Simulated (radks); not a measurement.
The numbers below are computed, except where a source is named.
Correlation energies from several functionals, in hartree. Species: Ge22+ [Ne]; S+ [Ne] 3s2 3p3; Zn+ [Ar] 3d10 4s1; Hg+ [Xe] 4f14 5d10 6s1. Level of theory: non-relativistic Kohn-Sham, LDA (Slater exchange, Perdew-Wang correlation), spin-polarised, spherical densities, point nucleus (a radial shooting solver on a logarithmic mesh with Libxc functionals). Every spin shell is full or empty, so the densities are truly spherical. Functionals are evaluated on that one density, not self-consistently.

PW92: Ge22+ -1.1597; S+ -1.1564; Zn+ -2.6069; Hg+ -8.2784
VWN5: Ge22+ -1.1643; S+ -1.1624; Zn+ -2.6195; Hg+ -8.3123
PZ: Ge22+ -1.1619; S+ -1.1509; Zn+ -2.6020; Hg+ -8.2845
Chachiyo: Ge22+ -1.1498; S+ -1.1330; Zn+ -2.5669; Hg+ -8.1877
PBE: Ge22+ -0.43373; S+ -0.54021; Zn+ -1.3749; Hg+ -4.8762
LYP: Ge22+ -0.47867; S+ -0.58883; Zn+ -1.3973; Hg+ -4.3128
P86: Ge22+ -0.62705; S+ -0.61394; Zn+ -1.5594; Hg+ -5.4741
AM05: Ge22+ -1.0507; S+ -1.0474; Zn+ -2.4018; Hg+ -7.8027
OP (B88): Ge22+ -0.49755; S+ -0.56334; Zn+ -1.3489; Hg+ -4.2311
TPSS: Ge22+ -0.43756; S+ -0.54596; Zn+ -1.3770; Hg+ -4.8727
revTPSS: Ge22+ -0.44385; S+ -0.56037; Zn+ -1.3984; Hg+ -4.9128
SCAN: Ge22+ -0.42294; S+ -0.53970; Zn+ -1.3918; Hg+ -4.9104
Tao-Mo: Ge22+ -0.39843; S+ -0.49397; Zn+ -1.3111; Hg+ -4.7676
